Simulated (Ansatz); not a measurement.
A run for Ansatz (a quantum-chemistry and plane-wave program): R-CCSD(T)/def2-SVP on AlAsH4 (SMILES [AlH2][AsH2]), a point of a torsion scan. The run froze 19 orbitals, filled d shells among them.

Ansatz 0.2 input:
```yaml
crystal:
  periodic: [false, false, false]
  atoms:
    - {symbol: Al, position_ang: [-0.87000283, 0.05219187, -0.10156292]}
    - {symbol: As, position_ang: [1.48983362, 0.15738969, -0.52604673]}
    - {symbol: H, position_ang: [-1.69202373, -1.21352924, -0.50398995]}
    - {symbol: H, position_ang: [-1.82077966, 1.06760071, 0.59853812]}
    - {symbol: H, position_ang: [1.55701674, -0.45839026, 0.86391829]}
    - {symbol: H, position_ang: [1.15595871, -1.22158699, -1.06926842]}
basis:
  gaussian:
    orbitals: def2-SVP
magnetization: {spin_polarized: false}
correlation: {method: ccsd_t, electrons: outside_noble_gas}
scf: {lower_state_search: off}
```

### Question
Predict the final total energy.

### Answer
-2478.3025 hartree (reference determinant -2478.0728, T1 diagnostic 0.012).
